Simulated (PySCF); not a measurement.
## Working out the ionisation energy of C²⁺

C²⁺ [He] 2s2 (1S) → C³⁺ [He] 2s1 (2S). Computed with PySCF 2.14 in aug-cc-pwCVDZ (5s4p2d, 27 functions), with no relativity, point nucleus. Frozen: nothing. Energies in hartree (1 hartree = 27.21139 eV):

```json
{"part": "UHF", "C²⁺ (lower)": "-36.405150", "C³⁺ (upper)": "-34.723165"}
{"part": "CCSD correlation", "C²⁺ (lower)": "-0.100947", "C³⁺ (upper)": "-0.027992"}
{"part": "(T)", "C²⁺ (lower)": "-0.000374", "C³⁺ (upper)": "-0.000007"}
```

What does Hartree-Fock give?

(-34.723165) − (-36.405150) = 1.681985 hartree = 45.769 eV.

What do CCSD and CCSD(T) give?

The CCSD correlation energies differ by 0.072955 hartree = 1.985 eV and the triples by 0.000367 hartree = 0.010 eV, so CCSD gives 47.754 eV and CCSD(T) 47.764 eV.

Measured between the centres of the two terms (NIST): 47.888 eV, so CCSD(T) (valence and next inner shell) is off by -0.124 eV.

A double-zeta basis recovers only part of the correlation energy.

The coupled-cluster amplitudes are large, so a single reference is strained.

What remains against the reference includes basis incompleteness and higher excitations.
